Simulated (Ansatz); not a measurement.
Basis-set extrapolation for C$_{2}$H$_{7}$BO$_{2}$S, SMILES `CCSB(O)O` (PBE0-D4/def2-TZVP geometry, frozen core, Ansatz). Multiplicity 1, RHF reference.

|  | def2-TZVPP | def2-QZVPP |
| --- | --- | --- |
| HF | -652.014969 | -652.038123 |
| MP2 correlation | -1.103399 | -1.187004 |
| CCSD(T) correlation | -1.193146 | not run |

Energies in hartree. Use E(X) = E(∞) + A·exp(−7.88·√X) for Hartree–Fock and E(X) = E(∞) + B·X^(−2.97) for correlation, with X = 3 and 4, and add CCSD(T) minus MP2 of the smaller set to the MP2 limit.

Task: What is the CCSD(T) energy at the basis-set limit?

Result: HF limit: -652.038123 + (-0.023154) × 0.13774 = -652.04131. MP2 limit: -1.187004 + (-0.083605) × 0.74074 = -1.24893. Higher-order term: -1.193146 − (-1.103399) = -0.08975. Total: -653.37999 hartree, 107.9 kcal/mol below CCSD(T)/def2-TZVPP.
